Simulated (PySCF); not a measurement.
Computed NMR parameters against published values

Mapped SMILES: `[cH:1]1[cH:2][cH:3][c:4]2[nH:5][n:6][cH:7][c:8]2[cH:9]1`; H(Xn) means a hydrogen on atom n.

Measured values that the calculation should reproduce: δ ¹⁵N N6 -65.1; N5 -200.6 ppm (measured; solution; I. Alkorta, G. Sánchez-Sanz, C. Trujillo, J. Elguero, R. M. Claramunt, ARKIVOC 2012 (ii) (parent NH-benzazoles)).

PySCF 2.14.0 with density-fitted response routines calculation with shielding tensors at PBE0/pcSseg-1 (GIAO) and GFN2-xTB structure; one computed conformer, gas phase, non-relativistic Hamiltonian.

Q: How close does the calculation come?

A: 
Reference values: measured (solution; I. Alkorta, G. Sánchez-Sanz, C. Trujillo, J. Elguero, R. M. Claramunt, ARKIVOC 2012 (ii) (parent NH-benzazoles)).
```json
{"atoms": "N6", "quantity": "δ ¹⁵N vs CH3NO2", "reference": "-65.1", "computed": "–", "computed, scaled": "-68.1"}
{"atoms": "N5", "quantity": "δ ¹⁵N vs CH3NO2", "reference": "-200.6", "computed": "–", "computed, scaled": "-212.0"}
```

Computed shifts are σ(ref) − σ with the named reference compound (TMS for H and C) calculated as an isolated molecule at the same level. The measured values may be among those fitted. Shieldings were converted by a linear fit to measured shifts: ¹⁵N: δ = -148.07 − 0.921σ (rms 6.3 ppm, 71 shifts vs CH3NO2, solution or neat liquid). Occasional misses reach two or three times the rms, and more in compound classes unlike the fitted ones.
